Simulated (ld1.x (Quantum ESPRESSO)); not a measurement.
## Logarithmic derivatives: Pb (Z = 82), TM

```json
{
 "Element": "lead",
 "Generator": "ld1.x (Quantum ESPRESSO) 7.5",
 "Type": "norm-conserving Troullier–Martins (Kleinman–Bylander form)",
 "Functional": "PBE",
 "Relativity": "scalar-relativistic",
 "Frozen core": "[Xe] 4f14",
 "Valence charge": "14",
 "Reference configuration": "5d10 6s2 6p1 (charge +1)",
 "Partial waves": "6s (bound): rc 1.60 bohr; 5d (bound): rc 1.45 bohr; 6p (bound): rc 1.85 bohr",
 "Local potential": "the p channel",
 "Core correction": "Bessel-smoothed model core inside 0.80 bohr"
}
```

The phase is arctan(r·u′/u) with u = r·R(r), unwrapped; energies in Ry, scanned from -4 to 5 Ry. A pole is an energy at which the radial function vanishes at the test radius. The pseudo phase is shifted by a multiple of π to meet the all-electron one at the reference energy, and phase errors are pseudo minus all-electron; the curves can meet again beyond the range given. Levels narrower than the energy grid can be missing from the lists of poles.

| channel | radius (bohr) | reference energy (Ry) | poles, all-electron | poles, pseudo | unbroken range about the reference energy with phases within 0.05 rad | phase error 1 Ry above the reference energy (rad) |
| --- | --- | --- | --- | --- | --- | --- |
| s | 1.99 | -1.41 | 3.35 | 3.86 | the whole range | +0.009 |
| p | 1.99 | -0.72 | none | 1.91 | below 0.0 | -0.144 |
| d | 1.99 | -2.12 | -1.33 | -1.26 | -2.6 to 0.4 | +0.018 |

Note: ghost state, extra bound levels that the all-electron valence spectrum of the same l lacks: s at -174.9 eV. A true bound ghost makes a file unfit for plane-wave use.

Phases in the s channel:

| E (Ry) | all-electron | pseudo |
| --- | --- | --- |
| -4.00 | 1.169 | 1.178 |
| -3.76 | 1.141 | 1.149 |
| -3.52 | 1.107 | 1.115 |
| -3.28 | 1.065 | 1.074 |
| -3.04 | 1.014 | 1.022 |
| -2.80 | 0.950 | 0.958 |
| -2.56 | 0.867 | 0.874 |
| -2.32 | 0.756 | 0.762 |
| -2.08 | 0.608 | 0.612 |
| -1.84 | 0.408 | 0.410 |
| -1.60 | 0.149 | 0.150 |
| -1.36 | -0.152 | -0.152 |
| -1.12 | -0.448 | -0.446 |
| -0.88 | -0.696 | -0.692 |
| -0.64 | -0.886 | -0.880 |
| -0.40 | -1.027 | -1.018 |
| -0.16 | -1.132 | -1.122 |
| 0.08 | -1.212 | -1.201 |
| 0.32 | -1.274 | -1.262 |
| 0.56 | -1.324 | -1.311 |
| 0.80 | -1.364 | -1.351 |
| 1.04 | -1.398 | -1.384 |
| 1.28 | -1.427 | -1.412 |
| 1.52 | -1.452 | -1.436 |
| 1.76 | -1.473 | -1.457 |
| 2.00 | -1.492 | -1.475 |
| 2.24 | -1.509 | -1.492 |
| 2.48 | -1.524 | -1.506 |
| 2.72 | -1.538 | -1.520 |
| 2.96 | -1.552 | -1.532 |
| 3.20 | -1.564 | -1.543 |
| 3.44 | -1.575 | -1.554 |
| 3.68 | -1.586 | -1.564 |
| 3.92 | -1.596 | -1.573 |
| 4.16 | -1.606 | -1.582 |
| 4.40 | -1.616 | -1.591 |
| 4.64 | -1.625 | -1.599 |
| 4.88 | -1.635 | -1.607 |
